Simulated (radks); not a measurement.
The numbers below are computed, except where a source is named.
Valence configurations of neutral potassium (all share [Ar]). Level of theory: non-relativistic Kohn-Sham, PBE, spin-unpolarised, spherical densities, point nucleus (a radial shooting solver on a logarithmic mesh with Libxc functionals). Energies are relative to 4s1; eigenvalues in eV.

4s1: E (eV) 0.000; e(4s) -2.311
4p1: E (eV) 1.535; e(4p) -1.387
3d1: E (eV) 2.431; e(3d) -0.624
4s0.5 4p0.5: E (eV) 0.758; e(4p) -1.123; e(4s) -2.658
3d0.5 4s0.5: E (eV) 1.207; e(3d) -0.381; e(4s) -2.840

NIST lists [Ar] 4s1 as the ground configuration; this level of theory agrees among the configurations tried. The energies are those of spherical spin-averaged densities, not of single terms.
